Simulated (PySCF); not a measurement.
PySCF 2.14 output of an unrestricted r2SCAN calculation on a single atom or ion in x2c-SVPall (5s3p3d1f, 36 functions), with scalar relativity by spin-free X2C-1e:

```
SCF conv_tol = 1e-09
number electrons alpha = 15  beta = 11
    J. W. Furness, A. D. Kaplan, J. Ning, J. P. Perdew, and J. Sun.,  J. Phys. Chem. Lett. 11, 8208-8215 (2020)
    J. W. Furness, A. D. Kaplan, J. Ning, J. P. Perdew, and J. Sun.,  J. Phys. Chem. Lett. 11, 9248-9248 (2020)
    J. W. Furness, A. D. Kaplan, J. Ning, J. P. Perdew, and J. Sun.,  J. Phys. Chem. Lett. 11, 8208-8215 (2020)
    J. W. Furness, A. D. Kaplan, J. Ning, J. P. Perdew, and J. Sun.,  J. Phys. Chem. Lett. 11, 9248-9248 (2020)
cycle= 1 E= -1272.36132674348  delta_E= -0.00809  |g|= 0.0954  |ddm|= 0.394
cycle= 2 E= -1272.35616863964  delta_E= 0.00516  |g|= 0.136  |ddm|= 0.404
cycle= 3 E= -1272.36726710113  delta_E= -0.0111  |g|= 0.0483  |ddm|= 0.613
cycle= 4 E= -1272.36735428571  delta_E= -8.72e-05  |g|= 0.0815  |ddm|= 0.166
cycle= 5 E= -1272.36748003084  delta_E= -0.000126  |g|= 0.0799  |ddm|= 0.00329
cycle= 6 E= -1272.36969990296  delta_E= -0.00222  |g|= 0.0604  |ddm|= 0.17
cycle= 7 E= -1272.37053134201  delta_E= -0.000831  |g|= 0.0452  |ddm|= 0.0637
cycle= 8 E= -1272.37090357135  delta_E= -0.000372  |g|= 0.0345  |ddm|= 0.0234
cycle= 9 E= -1272.37127029768  delta_E= -0.000367  |g|= 0.018  |ddm|= 0.0263
cycle= 10 E= -1272.37140830735  delta_E= -0.000138  |g|= 0.00276  |ddm|= 0.0188
cycle= 11 E= -1272.37141161691  delta_E= -3.31e-06  |g|= 0.000621  |ddm|= 0.00445
cycle= 12 E= -1272.37141177694  delta_E= -1.6e-07  |g|= 7.96e-05  |ddm|= 0.00081
cycle= 13 E= -1272.37141178023  delta_E= -3.29e-09  |g|= 4.58e-06  |ddm|= 0.000212
cycle= 14 E= -1272.37141178024  delta_E= -1.18e-11  |g|= 3.63e-06  |ddm|= 1.59e-05
converged SCF energy = -1272.37141178024  <S^2> = 6.0177573  2S+1 = 5.0070979
```

The run itself started from symmetry-adapted Hartree-Fock orbitals and held the occupation by maximum overlap, on a logarithmic radial grid, so the iterations belong to that start.

Problem. Which element, charge and spin multiplicity is this?

Solution. Fe (iron, neutral), multiplicity 5; the state was [Ar] 3d6 4s2, high-spin 5D determinant.

⟨L²⟩ = 8.30 against 6 for a pure D term, so this real determinant mixes terms. The s, p, d and f populations moved away from the nominal configuration during the SCF.
